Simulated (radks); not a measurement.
The nuclear charge of the neodymium ion Nd2+ is varied continuously with 58 electrons held in [Xe] 4f4. All-electron calculation, scalar-relativistic Kohn-Sham, SCAN, spin-polarised, spherical densities, finite nucleus; open shells are filled with parallel spins first (spin-orbit coupling, left out, can overturn this in heavy ions); meta-GGA in the generalised Kohn-Sham scheme; Fermi nuclear charge, rms radius 4.9123 fm. Program: a radial shooting solver on a logarithmic mesh with Libxc functionals. By the Hellmann-Feynman theorem dE/dZ = E(electron-nucleus)/Z, the electronic potential at the nucleus (averaged over a nucleus of fixed radius). The scalar-relativistic energy here is not variational (the density holds large components alone), so the two differ by a part that grows with Z.

Z      E (hartree)  E(electron-nucleus)/Z (hartree)  HOMO  e(HOMO) (eV)  <r> HOMO (bohr)
59.5    -9430.2294                         -384.503    4f        -8.219            1.184
59.75   -9527.1187                         -386.812    4f       -11.652            1.116
60      -9624.5913                         -389.118    4f       -15.405            1.064
60.25   -9722.6475                         -391.421    4f       -19.424            1.022
60.5    -9821.2872                         -393.724    4f       -23.678           0.9853
60.75   -9920.5102                         -396.027    4f       -28.147           0.9539
61     -10020.3164                         -398.331    4f       -32.815           0.9261

The central difference of E at Z = 60 is -391.058 hartree, to compare with the third column; the second derivative is -9.34 hartree.
